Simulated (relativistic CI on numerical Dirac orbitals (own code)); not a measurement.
## Pt⁵⁺: resonant inelastic scattering at the L2,3 edge

Computed with this model: Dirac-Coulomb-Breit CI, orbitals from a KLI potential per configuration, model QED, Kramers-Heisenberg scattering through one core-hole configuration in a parametric crystal field, unscaled Slater integrals; configurations [Xe] 4f14 5d5 → [He] 2s2 2p5 3s2 3p6 3d10 4s2 4p6 4d10 4f14 5s2 5p6 5d6; 300 K; core-hole width 5 eV; summed over polarisations. Incident energies are the highest absorption maxima for each field (at most a few, so the weaker spin-orbit partner edge can be absent), on the computed scale of the free ion. Intensities are in per cent of the strongest line above 0.02 eV; levels within 1 cm⁻¹ are merged; final levels count from the ground level, the first row holds all elastic scattering, lines under 0.4 are left out and each table stops after 24 rows. The scale of the Slater integrals is a model choice and moves the terms in proportion.

Field parameters in Wybourne normalisation: D3d B²₀ = −7Dσ, B⁴₀ = −14Dq − 21Dτ, B⁴₃ = −14√(10/7) Dq. The field is a parameter set, without covalency, and values of 10Dq over about 45,000 cm⁻¹ lie beyond real compounds.

S is read from ⟨S²⟩ = S(S + 1).

D3d, 10Dq = 57400, Dσ = -1200, Dτ = -280 cm⁻¹:

| Final level (eV) | Degeneracy | Irrep | S | 11569.7 eV | 13280.2 eV |
| --- | --- | --- | --- | --- | --- |
| 0.000 | 2 | Γ4 | 0.57 | 2136.4 | 98.9 |
| 1.185 | 2 | Γ4 | 0.56 | 45.3 | 2.2 |
| 1.533 | 2 | Γ5+Γ6 | 0.56 | 38.2 | 2.9 |
| 4.962 | 2 | Γ5+Γ6 | 1.51 | 48.0 | 3.5 |
| 4.975 | 2 | Γ4 | 1.50 | 52.0 | 3.3 |
| 5.326 | 2 | Γ4 | 1.54 | 70.2 | 30.0 |
| 5.490 | 2 | Γ5+Γ6 | 1.49 | 40.9 | 17.2 |
| 5.646 | 2 | Γ4 | 1.48 | 40.7 | 20.9 |
| 5.860 | 2 | Γ4 | 1.48 | 44.1 | 14.7 |
| 6.267 | 2 | Γ4 | 1.43 | 44.8 | 8.2 |
| 6.371 | 2 | Γ5+Γ6 | 1.42 | 61.5 | 15.4 |
| 6.654 | 2 | Γ4 | 1.29 | 37.4 | 19.6 |
| 6.678 | 2 | Γ5+Γ6 | 1.29 | 63.3 | 16.0 |
| 6.698 | 2 | Γ4 | 1.33 | 55.6 | 14.2 |
| 6.722 | 2 | Γ4 | 1.42 | 45.4 | 11.0 |
| 6.976 | 2 | Γ4 | 0.76 | 100.0 | 45.8 |
| 7.005 | 2 | Γ5+Γ6 | 0.78 | 95.2 | 41.5 |
| 7.311 | 2 | Γ4 | 0.64 | 89.5 | 43.3 |
| 7.690 | 2 | Γ4 | 0.61 | 36.2 | 12.2 |
| 7.797 | 2 | Γ4 | 0.85 | 20.4 | 10.3 |
| 7.842 | 2 | Γ5+Γ6 | 0.75 | 28.6 | 5.4 |

D3d, 10Dq = 57400, Dσ = -860, Dτ = -280 cm⁻¹:

```
Final level (eV)  Degeneracy  Irrep     S  11569.6 eV  13280.1 eV
           0.000           2     Γ4  0.58      1957.5        90.5
           1.185           2     Γ4  0.56        40.4         1.7
           1.479           2  Γ5+Γ6  0.56        35.6         2.2
           4.959           2  Γ5+Γ6  1.51        44.4         3.1
           4.975           2     Γ4  1.51        47.0         3.0
           5.330           2     Γ4  1.54        66.7        28.5
           5.498           2  Γ5+Γ6  1.49        37.4        16.2
           5.635           2     Γ4  1.48        36.9        18.8
           5.836           2     Γ4  1.48        37.3        13.0
           6.291           2     Γ4  1.43        38.1         7.2
           6.386           2  Γ5+Γ6  1.42        56.7        13.8
           6.609           2     Γ4  1.30        36.5        18.8
           6.635           2  Γ5+Γ6  1.32        52.0        14.2
           6.646           2     Γ4  1.35        56.9        10.6
           6.658           2     Γ4  1.42        30.1        12.5
           6.980           2     Γ4  0.73       100.0        42.7
           7.005           2  Γ5+Γ6  0.75        93.6        39.5
           7.308           2     Γ4  0.62        82.8        40.2
           7.676           2     Γ4  0.58        33.5        10.5
           7.801           2     Γ4  0.86        16.3        10.5
           7.877           2  Γ5+Γ6  0.73        25.6         4.5
```

D3d, 10Dq = 57400, Dσ = -510, Dτ = -280 cm⁻¹:

```tsv
Final level (eV)	Degeneracy	Irrep	S	11569.7 eV	13280.1 eV
0.000	2	Γ4	0.58	1855.6	85.0
1.192	2	Γ4	0.56	37.6	1.4
1.427	2	Γ5+Γ6	0.56	34.7	1.7
4.957	2	Γ5+Γ6	1.51	42.1	2.9
4.977	2	Γ4	1.51	43.5	2.8
5.336	2	Γ4	1.55	64.1	27.5
5.510	2	Γ5+Γ6	1.48	34.9	15.5
5.623	2	Γ4	1.48	34.1	17.3
5.814	2	Γ4	1.48	32.5	11.8
6.319	2	Γ4	1.44	31.8	6.1
6.404	2	Γ5+Γ6	1.42	54.5	12.7
6.569	2	Γ4	1.32	36.9	17.3
6.591	2	Γ4	1.40	54.9	9.8
6.595	2	Γ5+Γ6	1.34	44.5	13.3
6.608	2	Γ4	1.37	25.3	13.7
6.984	2	Γ4	0.71	100.0	40.6
7.007	2	Γ5+Γ6	0.73	91.7	38.0
7.307	2	Γ4	0.61	77.0	37.9
7.663	2	Γ4	0.57	31.4	9.3
7.811	2	Γ4	0.85	14.4	11.0
7.917	2	Γ5+Γ6	0.73	23.4	3.8
```

For the first field the strongest loss at the lowest incident energy is the level at 6.98 eV (S = 0.76, against 0.57 in the thermal ground state). Levels of other spin, the first over 8 % at 4.96 eV, appear because spin-orbit coupling of the core hole, and in heavier ions of the valence shell too, mixes spins.
